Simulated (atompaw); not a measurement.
**Which change was made? (Ir, PAW (atompaw))**

* Element: iridium (Ir)
* Generator: atompaw 4.2.0.5
* Type: PAW
* Functional: PBE
* Relativity: scalar-relativistic
* Frozen core: [Kr] 4d10 4f14
* Valence charge: 17
* Reference configuration: 5s2 5p6 5d8 6s1 6p0
* Partial waves: 5s (bound): rc 1.35 bohr; 6s (bound): rc 1.80 bohr; 5p (bound): rc 1.80 bohr; 6p (bound, empty): rc 2.40 bohr; 5d (bound): rc 2.40 bohr; 5d channel at 2 Ry: rc 2.40 bohr; 5f channel at 0.2 Ry: rc 2.40 bohr; 5f channel at 1.7 Ry: rc 1.80 bohr
* Local potential: vpsmatchnc scheme with l = 4 at -0.5 Ry, radius 1.75 bohr
* Core correction: smooth core density matched at 2.30 bohr
* Augmentation charge: gaussian compensation charge, radius 1.85 bohr; PAW radius 2.40 bohr; waves and projectors: custom polynom2 7 10 vanderbiltortho

Cutoffs, loose and tight: the cutoffs (Ry, on a coarse ladder) from which the occupation-weighted sum of valence levels, in a spherical-Bessel basis at the reference potential, stays within 10 and 1 mRy of its value at 400 Ry. They see the waves, projectors and local potential, not the compensation charge or the core.

The base gives: outcome: generated; cutoff, loose: 35 Ry; cutoff, tight: 100 Ry; bound ghosts: none.

Task: After one change the result is: outcome: generated; cutoff, loose: 45 Ry; cutoff, tight: 260 Ry; bound ghosts: s, f. Which change was it?
A. all radii scaled by about 1.28 (s 1.72, p 2.30, d 3.08, f 3.08 bohr); local potential vpsmatchnc scheme with l = 4 at -0.5 Ry, radius 2.24 bohr; augmentation gaussian compensation charge, radius 2.36 bohr; PAW radius 3.08 bohr; waves and projectors: custom polynom2 7 10 vanderbiltortho; core correction smooth core density matched at 2.94 bohr
B. all radii scaled by about 1.12 (s 1.50, p 2.02, d 2.68, f 2.68 bohr); local potential vpsmatchnc scheme with l = 4 at -0.5 Ry, radius 1.96 bohr; augmentation gaussian compensation charge, radius 2.06 bohr; PAW radius 2.68 bohr; waves and projectors: custom polynom2 7 10 vanderbiltortho; core correction smooth core density matched at 2.56 bohr
C. all radii scaled by about 0.82 (s 1.10, p 1.46, d 1.96, f 1.96 bohr); local potential vpsmatchnc scheme with l = 4 at -0.5 Ry, radius 1.42 bohr; augmentation gaussian compensation charge, radius 1.50 bohr; PAW radius 1.96 bohr; waves and projectors: custom polynom2 7 10 vanderbiltortho; core correction smooth core density matched at 1.88 bohr
D. all radii scaled by about 0.94 (s 1.28, p 1.70, d 2.26, f 2.26 bohr); local potential vpsmatchnc scheme with l = 4 at -0.5 Ry, radius 1.66 bohr; augmentation gaussian compensation charge, radius 1.74 bohr; PAW radius 2.26 bohr; waves and projectors: custom polynom2 7 10 vanderbiltortho; core correction smooth core density matched at 2.18 bohr

Result: C. The others give: all radii scaled by about 1.28 (s 1.72, p 2.30, d 3.08, f 3.08 bohr); local potential vpsmatchnc scheme with l = 4 at -0.5 Ry, radius 2.24 bohr; augmentation gaussian compensation charge, radius 2.36 bohr; PAW radius 3.08 bohr; waves and projectors: custom polynom2 7 10 vanderbiltortho; core correction smooth core density matched at 2.94 bohr → outcome: generated; cutoff, loose: 21 Ry; cutoff, tight: 50 Ry; bound ghosts: none | all radii scaled by about 0.94 (s 1.28, p 1.70, d 2.26, f 2.26 bohr); local potential vpsmatchnc scheme with l = 4 at -0.5 Ry, radius 1.66 bohr; augmentation gaussian compensation charge, radius 1.74 bohr; PAW radius 2.26 bohr; waves and projectors: custom polynom2 7 10 vanderbiltortho; core correction smooth core density matched at 2.18 bohr → outcome: generated; cutoff, loose: 25 Ry; cutoff, tight: 120 Ry; bound ghosts: none | all radii scaled by about 1.12 (s 1.50, p 2.02, d 2.68, f 2.68 bohr); local potential vpsmatchnc scheme with l = 4 at -0.5 Ry, radius 1.96 bohr; augmentation gaussian compensation charge, radius 2.06 bohr; PAW radius 2.68 bohr; waves and projectors: custom polynom2 7 10 vanderbiltortho; core correction smooth core density matched at 2.56 bohr → outcome: generated; cutoff, loose: 30 Ry; cutoff, tight: 80 Ry; bound ghosts: none.
